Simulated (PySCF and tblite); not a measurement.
Results of a calculation; reference values are marked as such.
Stationary points of C$_{6}$H$_{11}$N at GFN2-xTB, in Å:

Structure A

```
 1 C     2.513   -0.851   -0.002
 2 C     1.329   -0.295    0.172
 3 C     1.068    1.163    0.444
 4 N    -0.342    1.210    0.787
 5 C    -1.007    0.166    0.021
 6 C    -2.373   -0.154    0.608
 7 C    -0.004   -0.989    0.121
 8 H     2.619   -1.902   -0.212
 9 H     3.422   -0.278    0.060
10 H     1.668    1.547    1.273
11 H     1.319    1.751   -0.458
12 H    -0.754    2.125    0.644
13 H    -1.126    0.446   -1.045
14 H    -3.039    0.701    0.511
15 H    -2.816   -1.000    0.088
16 H    -2.272   -0.395    1.662
17 H    -0.080   -1.692   -0.707
18 H    -0.166   -1.534    1.054
```

Structure B

```
 1 C     2.509   -0.825   -0.340
 2 C     1.326   -0.285   -0.116
 3 C     1.066    1.154    0.240
 4 N    -0.344    1.302    0.050
 5 C    -1.032    0.122   -0.391
 6 C    -2.327   -0.117    0.385
 7 C     0.003   -0.994   -0.179
 8 H     2.617   -1.865   -0.594
 9 H     3.417   -0.250   -0.270
10 H     1.371    1.352    1.283
11 H     1.651    1.829   -0.405
12 H    -0.829    2.148    0.266
13 H    -1.286    0.191   -1.469
14 H    -3.027    0.696    0.210
15 H    -2.791   -1.047    0.067
16 H    -2.120   -0.172    1.452
17 H    -0.024   -1.747   -0.965
18 H    -0.182   -1.492    0.776
```

Structure C

```
 1 C     2.516   -0.825    0.142
 2 C     1.323   -0.263    0.154
 3 C     1.037    1.222    0.235
 4 N    -0.376    1.359    0.562
 5 C    -1.015    0.197   -0.052
 6 C    -2.380   -0.087    0.549
 7 C    -0.007   -0.964    0.102
 8 H     2.641   -1.893    0.075
 9 H     3.417   -0.238    0.193
10 H     1.668    1.742    0.957
11 H     1.202    1.676   -0.751
12 H    -0.497    1.302    1.571
13 H    -1.127    0.431   -1.119
14 H    -3.019    0.787    0.451
15 H    -2.850   -0.924    0.038
16 H    -2.288   -0.333    1.606
17 H    -0.066   -1.683   -0.714
18 H    -0.189   -1.498    1.039
```

The path came from a restrained scan, a climbing-image band and a saddle search at GFN2-xTB; energies are PBE0/pcSseg-1 + D3(BJ)//GFN2-xTB, thermal terms GFN2-xTB.

Which structure is a saddle point, and along which motion?

B: one imaginary mode (546i cm⁻¹ at GFN2-xTB, mostly on H12, N4), along the pyramidal inversion at N4.

Give their symmetry and energies above the lowest.

A C1, 0.0 kcal/mol; B C1, 4.9 kcal/mol; C C1, 0.2 kcal/mol.
